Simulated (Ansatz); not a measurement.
Reaction (ligand exchange at a Ge–C bond): `N#[C][GeH]([F])[Cl]` + `N=C=O` → `O=C=[N][GeH]([F])[Cl]` + `C#N`

Calculated with Ansatz (gas phase, PBE0-D4/def2-TZVP geometries, no zero-point term in ΔE). CCSD(T)/CBS is the MP2 limit (def2-TZVPP, def2-QZVPP) plus CCSD(T) − MP2 in def2-TZVPP, frozen cores. This one scheme is used for every species. DFT in def2-TZVPP. HSE06 is defined as in plane-wave codes. For Ge outer-core shells are correlated without core-valence functions, which leaves a few kJ/mol of doubt a bond. Scalar relativity is left out up to krypton. One conformer a species, not always the lowest.

```
                species  HSE06 energy (Eh)
  `N#[C][GeH]([F])[Cl]`        -2730.02728
                `N=C=O`         -168.56095
`O=C=[N][GeH]([F])[Cl]`        -2805.26227
                  `C#N`          -93.34086
```

Work out ΔE.

ΔE = (-2805.26227) + (-93.34086) − (-2730.02728) − (-168.56095) = -0.01490 Eh = -0.41 eV. CCSD(T)/CBS gives -0.47 eV.

Largest T1 diagnostic among the species: 0.018.

From PBE to PBE0 (25 % exact exchange), in def2-TZVPP and without D4, ΔE moves by −0.05 eV. The D4 term adds −0.03 eV with B3LYP and −0.02 eV with PBE0; it sums over pairs of atoms, weighted by their polarisabilities, and B3LYP, whose exchange is more repulsive, gets the larger term.

B3LYP here is the variant with VWN-RPA as its local correlation; programs differ in this.
